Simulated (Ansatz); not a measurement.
`C[Si](C)(F)BF` + `CC(C)N` → `C[Si](C)(C)F` + `CC(N)BF`  (formal exchange of groups at the Si–B bond)

Gas-phase electronic energies from Ansatz, PBE0-D4/def2-TZVP geometries. CCSD(T)/CBS is the MP2 limit (def2-TZVPP, def2-QZVPP) plus CCSD(T) − MP2 in def2-TZVPP, frozen cores. DFT in def2-TZVPP. B3LYP here is the variant with VWN-RPA as its local correlation; programs differ in this. One conformer a species, not always the lowest.

`C[Si](C)(F)BF`:

```xyz
13

C    -0.526    1.381   -0.909
Si    0.427   -0.061   -0.209
C    -0.610   -1.611   -0.204
F     1.697   -0.324   -1.171
B     1.138    0.358    1.659
F     0.258    0.615    2.620
H    -0.899    1.147   -1.909
H     0.096    2.276   -0.981
H    -1.383    1.616   -0.273
H    -0.038   -2.476    0.139
H    -0.983   -1.828   -1.209
H    -1.472   -1.491    0.459
H     2.295    0.398    1.988
```

`CC(C)N`:

```xyz
13

C    -0.476    0.765   -1.056
C     0.204    0.229    0.189
C    -0.713   -0.696    0.967
N     1.396   -0.512   -0.207
H     0.187    1.434   -1.612
H    -0.755   -0.060   -1.717
H    -1.377    1.328   -0.799
H     0.446    1.089    0.838
H    -1.620   -0.175    1.281
H    -0.220   -1.078    1.865
H    -0.996   -1.551    0.348
H     2.040    0.089   -0.706
H     1.886   -0.860    0.609
```

`C[Si](C)(C)F`:

Cartesian coordinates in Å:
```
C -0.548 1.109 -1.281
Si 0.419 0.045 -0.100
C 0.209 0.609 1.660
C -0.004 -1.756 -0.297
F 1.980 0.214 -0.473
H -0.258 2.159 -1.191
H -1.620 1.038 -1.079
H -0.380 0.800 -2.316
H 0.505 1.655 1.776
H 0.817 0.009 2.341
H -0.835 0.520 1.975
H -1.055 -1.936 -0.056
H 0.604 -2.377 0.365
H 0.167 -2.089 -1.324
```

`CC(N)BF`:

```xyz
12

C     0.800   -1.061    0.316
C    -0.290   -0.024    0.064
N    -0.652    0.005   -1.342
B     0.081    1.382    0.631
F    -0.252    2.477   -0.038
H     1.079   -1.096    1.372
H     0.460   -2.059    0.026
H     1.690   -0.832   -0.274
H    -1.143   -0.301    0.727
H    -1.229    0.805   -1.566
H    -1.153   -0.830   -1.615
H     0.610    1.535    1.698
```

| level | ΔE (kJ/mol) | difference from CCSD(T)/CBS |
| --- | --- | --- |
| PBE-D4 | -73.2 | 3.1 |
| B3LYP-D4 | -77.5 | -1.2 |
| ωB97M-V | -84.0 | -7.7 |
| PBE0 | -76.0 | 0.3 |
| HF/def2-TZVPP | -76.9 | -0.6 |
| CCSD/def2-TZVPP | -75.7 | 0.6 |
| CCSD(T)/def2-TZVPP | -75.2 | 1.1 |
| HF/def2-QZVPP | -77.0 | -0.7 |
| HF/CBS(def2) | -77.1 | -0.8 |
| CCSD/CBS(def2) | -76.8 | -0.5 |
| CCSD(T)/CBS | -76.3 | 0 |

Largest T1 diagnostic among the species: 0.012.

From PBE to PBE0 (25 % exact exchange), in def2-TZVPP and without D4, ΔE moves by −3.3 kJ/mol.
